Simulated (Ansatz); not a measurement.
**Worked example: C4H7F + C2H5Sn → C4H7 + C2H5FSn**

Species: C4H7F `FC1CCC1`, singlet; C2H5Sn `C=[CH][SnH2]`, doublet; C4H7 (cyclobutyl radical) `[CH]1CCC1`, doublet; C2H5FSn `C=[CH][SnH2][F]`, singlet. A radical takes F: the energy is the difference in strength between the C–F bond broken and the Sn–F bond made.

Shapes, held fixed at every level: PBE0-D4/def2-TZVP. Flexible molecules stand in one conformer, not always the lowest. Programs: Ansatz 0.2.0. The zero-point and thermal change to 298 K, harmonic and unscaled (PBE0-D4/def2-TZVP), is -8.8 kJ/mol.

At CCSD(T)/def2-TZVPP; 1 Eh = 2625.50 kJ/mol:

| species | energy (Eh) |
| --- | --- |
| C4H7F | -256.058158 |
| C2H5Sn | -292.647472 |
| C4H7 | -156.245536 |
| C2H5FSn | -392.458811 |

**Question.** Work out ΔH(298 K) of the reaction at this level.

**Answer.** 
1. Products less reactants: (-156.245536) + (-392.458811) − [(-256.058158) + (-292.647472)] = 0.001283 Eh = +3.4 kJ/mol.
2. With the thermal change: +3.4 + (-8.8) = -5.4 kJ/mol.

Other levels give -16.8 (r2SCAN-D4/def2-TZVPP) to +8.2 kJ/mol (CCSD(T)/def2-SVP). No measured value is set beside it here. Spin contamination: C2H5Sn (⟨S²⟩ up to 0.83). Open shells run unrestricted. For atoms past krypton def2 sets carry core potentials with scalar relativity. Outer-core shells of Sn are correlated, in sets that cover them unevenly.
